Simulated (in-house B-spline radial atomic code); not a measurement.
Ar⁷⁺. Computed with a B-spline radial atomic code. Model: all-electron spherical atom, spin shells full or empty, radial basis limit, no spin-orbit coupling, Breit or QED, empty-state partial waves extrapolated as (l+1/2)^-4, RPA, G0W0 and static COHSEX of the highest shell as one setting changes (uncorrelated shells keep exact exchange).

In a row where one electron alone is correlated, RPA and GW hold only self-correlation.

Given: element Ar; charge 7; filled core Ne; hamiltonian non-relativistic; mean-field start PBE; highest l of empty states 9; highest mean-field shell 3s up.

Shell: 3s 1 0 (electrons up and down).

```json
{"lowest nl shells left uncorrelated": "0", "RPA correlation energy (hartree)": "-0.67665", "G0W0 level (eV)": "-144.39", "G0W0 minus most complete (meV)": "0", "COHSEX level (eV)": "-146.65"}
{"lowest nl shells left uncorrelated": "1", "RPA correlation energy (hartree)": "?", "G0W0 level (eV)": "?", "G0W0 minus most complete (meV)": "?", "COHSEX level (eV)": "?"}
{"lowest nl shells left uncorrelated": "2", "RPA correlation energy (hartree)": "?", "G0W0 level (eV)": "?", "G0W0 minus most complete (meV)": "?", "COHSEX level (eV)": "?"}
{"lowest nl shells left uncorrelated": "3", "RPA correlation energy (hartree)": "-0.036685", "G0W0 level (eV)": "-143.96", "G0W0 minus most complete (meV)": "431.5", "COHSEX level (eV)": "-146.01"}
```

Task: What follows for lowest nl shells left uncorrelated = 2?

Result: RPA correlation energy -0.39854 hartree; G0W0 level -144.43 eV; G0W0 minus most complete -40.3 meV; COHSEX level -146.71 eV.

Task: What follows for lowest nl shells left uncorrelated = 1?

Result: RPA correlation energy -0.54655 hartree; G0W0 level -144.39 eV; G0W0 minus most complete 5.1 meV; COHSEX level -146.64 eV.
